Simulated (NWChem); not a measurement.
System: PbN2H4, singlet; SMILES [NH2][Pb][NH2]

Input file for NWChem:

```
start job
memory heap 200 mb stack 900 mb global 1100 mb
geometry units angstroms noautoz
  Pb     0.000000     0.000000     0.280527
  N     -1.549983     0.000000    -1.190975
  H     -2.538789     0.000000    -0.963437
  H     -1.410979     0.000000    -2.196775
  N      1.549983     0.000000    -1.190975
  H      1.410979     0.000000    -2.196775
  H      2.538789     0.000000    -0.963437
end
basis spherical
  * library def2-svpd
end
ecp
  Pb library def2-ecp
end
dft
  xc xcamb88 1.00 lyp 0.81 vwn_5 0.19 hfexch 1.00
  cam 0.33 cam_alpha 0.19 cam_beta 0.46
  iterations 150
end
tddft
  cis
  nroots 6
  notriplet
end
task tddft energy
```

NWChem printed, in part:

```
             Northwest Computational Chemistry Package (NWChem) 7.3.0
             --------------------------------------------------------

 C2V symmetry detected

                             Geometry "geometry" -> ""
                             -------------------------

 Output coordinates in angstroms (scale by  1.889725989 to convert to a.u.)

  No.       Tag          Charge          X              Y              Z
 ---- ---------------- ---------- -------------- -------------- --------------
    1 Pb                  82.0000     0.00000000     0.00000000     0.28043560
    2 N                    7.0000    -1.54998300     0.00000000    -1.19106640
    3 H                    1.0000    -2.53878900     0.00000000    -0.96352840
    4 H                    1.0000    -1.41097900     0.00000000    -2.19686640
    5 N                    7.0000     1.54998300     0.00000000    -1.19106640
    6 H                    1.0000     1.41097900     0.00000000    -2.19686640
    7 H                    1.0000     2.53878900     0.00000000    -0.96352840

 Effective nuclear repulsion energy (a.u.)     373.7029362323

      Symmetry information
      --------------------

 Group name             C2v
 Group number             16
 Group order               4
 No. of unique centers     4

                                 NWChem DFT Module
                                 -----------------

 Summary of "ao basis" -> "ao basis" (spherical)
 ------------------------------------------------------------------------------
       Tag                 Description            Shells   Functions and Types
 ---------------- ------------------------------  ------  ---------------------
 Pb                        def2-svpd                12       32   5s4p3d
 N                         def2-svpd                 8       20   4s2p2d
 H                         def2-svpd                 4        8   2s2p

      Symmetry analysis of basis
      --------------------------

        a1         41
        a2         13
        b1         33
        b2         17

[...]

                                NWChem TDDFT Module
                                -------------------

            General Information
            -------------------
           No. of orbitals :     208
            Alpha orbitals :     104
             Beta orbitals :     104
        Alpha frozen cores :       0
         Beta frozen cores :       0
     Alpha frozen virtuals :       0
      Beta frozen virtuals :       0
         Spin multiplicity :       1
    Number of AO functions :     104
        Use of symmetry is : off
      Symmetry adaption is : on
         Schwarz screening :  0.10D-07

              XC Information
              --------------
              Hartree-Fock (Exact) Exchange   1.00
            CAM-Becke88 Exchange Functional   1.00
               VWN V Correlation Functional   0.19 local
       Lee-Yang-Parr Correlation Functional   0.81
           Alpha           :  0.19
           Beta            :  0.46
           Gamma           :  0.33

             TDDFT Information
             -----------------
          Calculation type : Tamm-Dancoff TDDFT
         Wavefunction type : Restricted singlets
          No. of electrons :      40
           Alpha electrons :      20
            Beta electrons :      20
              No. of roots :       6
          Max subspacesize :    5200
            Max iterations :     100
               Target root :       1
           Target symmetry : none
      Symmetry restriction : off
                 Algorithm : Optimal
        Davidson threshold :  0.10D-03

    6 smallest eigenvalue differences (eV)
--------------------------------------------------------
  No. Spin  Occ  Vir  Irrep   E(Occ)    E(Vir)   E(Diff)
--------------------------------------------------------
    1    1   20   21 b1       -0.283    -0.018     7.203
    2    1   19   21 a1       -0.314    -0.018     8.046
    3    1   18   21 b2       -0.321    -0.018     8.232
    4    1   20   22 b2       -0.283     0.032     8.573
    5    1   20   23 a2       -0.283     0.042     8.835
    6    1   20   24 a2       -0.283     0.056     9.216
--------------------------------------------------------

  Entering Davidson iterations
  Restricted singlet excited states

  Iter   NTrls   NConv    DeltaV     DeltaE      Time
  ----  ------  ------  ---------  ---------  ---------
    1      6       0     0.16E+00   0.10+100       23.2
    2     12       0     0.37E-01   0.26E-01       29.6
    3     18       0     0.14E-01   0.19E-02       31.2
    4     24       0     0.89E-02   0.58E-03       24.1
    5     30       0     0.72E-02   0.32E-03       29.1
    6     36       1     0.28E-02   0.69E-04       32.2
    7     41       3     0.17E-02   0.75E-05       27.4
    8     44       4     0.47E-03   0.14E-05       26.1
    9     46       5     0.12E-03   0.96E-07       25.2
   10     47       6     0.49E-04   0.48E-08       23.1
  ----  ------  ------  ---------  ---------  ---------
  Convergence criterion met

  Ground state a1       -304.637654237100 a.u.

  ----------------------------------------------------------------------------
  Root   1 singlet b1             0.166885930 a.u.                4.5412 eV
  ----------------------------------------------------------------------------
     Transition Moments    X  0.72773   Y -0.00000   Z  0.00000
     Dipole Oscillator Strength                    0.0589212330
     Electric Quadrupole                           0.0000003207
     Magnetic Dipole                               0.0000000203
     Total Oscillator Strength                     0.0589215740

[...]
```

Level: CAM-B3LYP/def2-SVPD with def2 effective core potentials on Pb, TDA. Low-valent species are run as closed-shell singlets; no triplet was tried in these runs. The geometry was optimised at PBE0/def2-SVP. No frequency run checked for a minimum. def2 effective core potentials on Pb; no spin-orbit coupling.
